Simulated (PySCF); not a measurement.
# UHF on S²⁺ (sulfur, charge +2)

Configuration: [Ne] 3s2 3p2, high-spin 3P determinant. All numbers are calculated (PySCF 2.14, the spin-free X2C one-electron Hamiltonian (Gaussian nucleus), in aug-cc-pCVTZ-DK with one added diffuse shell each of s, p, d, f type (9s8p6d4f, 91 functions)).

- Total energy: -397.417621 hartree
- One-electron energy: -536.6803 hartree
- Hartree (Coulomb) energy: 163.7864 hartree
- Exchange energy: -24.5236 hartree
- ⟨S²⟩: 2.0114
- ⟨L²⟩: 2.033
- Sum of ⟨r⟩: 10.50 bohr
- Sum of ⟨r²⟩: 15.04 bohr²
- Traceless quadrupole moment −½Σ⟨3z² − r²⟩ along its main axis: 1.45 e·bohr²
- Langevin diamagnetic susceptibility: -11.9 ×10⁻⁶ cm³/mol

```tsv
shell	electrons	mean orbital energy (eV)	spread (eV)	rms radius, mean of both spins (bohr)
1s α	1	-2538.2	0	0.112
1s β	1	-2537.5	0	0.112
2s α	1	-272.44	0	0.515
2s β	1	-271.78	0	0.515
2p α	3	-208.07	0.639	0.491
2p β	3	-206.84	0.735	0.491
3s α	1	-48.651	0	1.71
3s β	1	-42.019	0	1.71
3p α	2	-34.717	0	1.90
```

Densities and radii are taken from the X2C orbitals without a picture-change correction, which distorts them close to the nucleus.

Spin-orbit constants ζ (cm⁻¹) from the X2C one-electron operator on these orbitals: bare nucleus, nucleus screened by l(l+1)(2l+1)/3 electrons, and screened by the Breit-Pauli mean field of the electrons.

```tsv
shell	bare	screened nucleus	mean field
2p	7519	6579	6153
3p	620.4	542.8	501.3
```

To first order the Landé constant is A = 250.7 cm⁻¹, so the lowest level has J = 0 and lies 0.0622 eV below the centre of the term. This holds in LS coupling only.
